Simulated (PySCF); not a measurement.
**Highest orbital energy against ionisation energy along group 15**

Calculated with PySCF 2.14, no spin-orbit coupling. Each cell gives −ε(HOMO) / ΔSCF in eV; NIST values include spin-orbit coupling, (s) semi-empirical, (t) theoretical.

```tsv
species	UHF	LDA	PBE	PBE0	r2SCAN	NIST (lowest levels)
N⁺ (dyall-av2z, non-relativistic)	30.372 / 29.211	22.007 / 30.062	22.023 / 29.907	24.242 / 29.917	22.796 / 30.142	29.601 (s)
P⁺ (dyall-av2z, non-relativistic)	19.697 / 19.142	14.921 / 19.798	14.976 / 19.761	16.316 / 19.792	15.411 / 19.912	19.769 (s)
As⁺ (dyall-av2z, non-relativistic)	18.421 / 17.949	14.067 / 18.634	14.030 / 18.478	15.297 / 18.528	14.470 / 18.690	18.589
Sb⁺ (dyall-av2z, non-relativistic)	16.354 / 15.954	12.645 / 16.621	12.573 / 16.432	13.689 / 16.492	12.947 / 16.602	16.626 ± 0.025
```

Problem. How far is −ε(HOMO) from ΔSCF on average for each method, and why?

Solution. UHF 0.65 eV; LDA -5.37 eV; PBE -5.24 eV; PBE0 -3.80 eV; r2SCAN -4.93 eV. Hartree-Fock orbital energies lack relaxation and so exceed the ΔSCF value; semilocal functionals have convex E(N) from self-interaction, so their HOMO lies far too high; exact exchange moves hybrids part of the way back.
